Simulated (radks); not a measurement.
Results of a calculation; reference values are marked as such.
Question: Ionisation ladder of ytterbium, from Yb I to Yb III. Each ion is in the ground configuration listed by NIST, and IE = E(next ion) - E(this ion). Code: a radial shooting solver on a logarithmic mesh with Libxc functionals. Model: scalar-relativistic Kohn-Sham, LDA (Slater exchange, Perdew-Wang correlation), spin-polarised, spherical densities, finite nucleus; open shells are filled with parallel spins first (spin-orbit coupling, left out, can overturn this in heavy ions); Fermi nuclear charge, rms radius 5.3108 fm.

species  configuration  IE, Delta-SCF (eV)  <r> HOMO (bohr)
Yb I     [Xe] 4f14 6s2                   ?            0.791
Yb II    [Xe] 4f14 6s1              12.650             3.48
Yb III       [Xe] 4f14              26.736            0.779

Estimate the withheld Delta-SCF values.

Answer: Yb I: 6.557 eV (NIST 6.254).
